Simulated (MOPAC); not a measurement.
MOPAC input (PM6):

```
PM6 1SCF UHF MS=0.5 GEO-OK AUX(PRECISION=9) THREADS=1
HF3NSi

N     1.54984500 1    0.32898800 1   -0.72762000 1
Si    0.01192600 1    0.00966900 1   -0.01147300 1
F    -0.50475800 1   -1.43779000 1   -0.37476700 1
F     0.06569200 1    0.15445700 1    1.56022400 1
F    -1.04042600 1    1.04568500 1   -0.55373900 1
H     2.29954800 1   -0.29945400 1   -0.43151100 1
```

From the output:

```
                                                       MOPAC v23.2.5 Linux

          FINAL HEAT OF FORMATION =       -242.97041 KCAL/MOL =   -1016.58819 KJ/MOL

          COSMO AREA              =        101.94 SQUARE ANGSTROMS
          COSMO VOLUME            =         88.21 CUBIC ANGSTROMS

          IONIZATION POTENTIAL    =         10.815510 EV
          ALPHA SOMO LUMO (EV)    =        -12.043  0.266
          BETA  SOMO LUMO (EV)    =        -10.816 -2.317
          NO. OF ALPHA ELECTRONS  =         16
          NO. OF BETA  ELECTRONS  =         15
          MOLECULAR WEIGHT        =        100.0953         POINT GROUP:  Cs

          MOLECULAR DIMENSIONS (Angstroms)

            Atom       Atom       Distance
            H     6    F     5     3.60274
            F     4    F     3     2.56999
            N     1    F     3     2.07258

          SCF CALCULATIONS        =          1

   ATOM   CHEMICAL          X               Y               Z
  NUMBER   SYMBOL      (ANGSTROMS)     (ANGSTROMS)     (ANGSTROMS)

     1       N          1.54984500  *   0.32898800  *  -0.72762000  *
     2      Si          0.01192600  *   0.00966900  *  -0.01147300  *
     3       F         -0.50475800  *  -1.43779000  *  -0.37476700  *
     4       F          0.06569200  *   0.15445700  *   1.56022400  *
     5       F         -1.04042600  *   1.04568500  *  -0.55373900  *
     6       H          2.29954800  *  -0.29945400  *  -0.43151100  *

                             CARTESIAN COORDINATES

   1    N        1.549845000     0.328988000    -0.727620000
   2   Si        0.011926000     0.009669000    -0.011473000
   3    F       -0.504758000    -1.437790000    -0.374767000
   4    F        0.065692000     0.154457000     1.560224000
   5    F       -1.040426000     1.045685000    -0.553739000
   6    H        2.299548000    -0.299454000    -0.431511000

           Empirical Formula: H N Si F3  =     6 atoms

      MOLECULAR POINT GROUP   :   Cs

          ALPHA EIGENVALUES
 -41.42228 -41.29600 -40.89833 -29.25128 -18.14653 -16.58971 -16.49078 -16.48257
 -16.17805 -15.90308 -15.86378 -15.75520 -15.24782 -15.14967 -13.12109 -12.04294
   0.26615   0.65332   0.71173   0.96170   1.18744   1.29120   3.28389   3.89277
   4.08803   5.26182

           BETA EIGENVALUES
 -41.40756 -41.29098 -40.89401 -27.10104 -17.99829 -16.59004 -16.48340 -16.46900
 -15.92395 -15.87069 -15.76172 -15.71716 -15.14888 -14.83007 -10.81551  -2.31748
   0.43828   0.74208   0.95853   1.01016   1.24529   2.21250   3.73295   3.88749
   4.07953   5.70994

              NET ATOMIC CHARGES AND DIPOLE CONTRIBUTIONS

  ATOM NO.   TYPE          CHARGE      No. of ELECS.   s-Pop       p-Pop       d-Pop
    1          N          -0.310347        5.3103     1.70015     3.61019
    2         Si           0.827796        3.1722     0.81964     0.89028     1.46228
    3          F          -0.254592        7.2546     1.93204     5.32255
    4          F          -0.254592        7.2546     1.93204     5.32255
    5          F          -0.246590        7.2466     1.93074     5.31585
    6          H           0.238325        0.7617     0.76167
 DIPOLE           X         Y         Z       TOTAL
 POINT-CHG.     2.139    -0.464    -0.249     2.203
 HYBRID        -0.417    -0.674     0.678     1.043
 SUM            1.722    -1.138     0.429     2.108

          ATOMIC ORBITAL ELECTRON POPULATIONS

     Atom    s        px        py        pz      x^2-y^2     xz        z^2       yz        xy
    1  N   1.70015   1.22646   1.21850   1.16524
    2 Si   0.81964   0.33947   0.27349   0.27733   0.32330   0.26019   0.34182   0.24071   0.29625
    3  F   1.93204   1.83866   1.62969   1.85420
    4  F   1.93204   1.86289   1.87118   1.58848
    5  F   1.93074   1.73953   1.74254   1.83378
    6  H   0.76167

                    (SZ)    =    0.500000
                    (S**2)  =    0.759052

          ATOMIC ORBITAL SPIN POPULATIONS

    Atom   Total    s     px     py     pz   x^2-y^2  xz     z^2    yz     xy
         Atomic
    1  N  1.0436  0.032  0.098  0.375  0.538
    2 Si -0.0098 -0.021 -0.011  0.004  0.010 -0.013  0.006  0.008 -0.001  0.009
    3  F  0.0067  0.000  0.004 -0.002  0.004
    4  F  0.0067  0.000  0.008  0.001 -0.002
    5  F -0.0032  0.000 -0.001 -0.002 -0.000
    6  H -0.0441 -0.044

 **********************
 *                    *
 * JOB ENDED NORMALLY *
 *                    *
 **********************

 == MOPAC DONE ==
```

The geometry given is a B3LYP-D3(BJ)/def2-TZVP minimum.
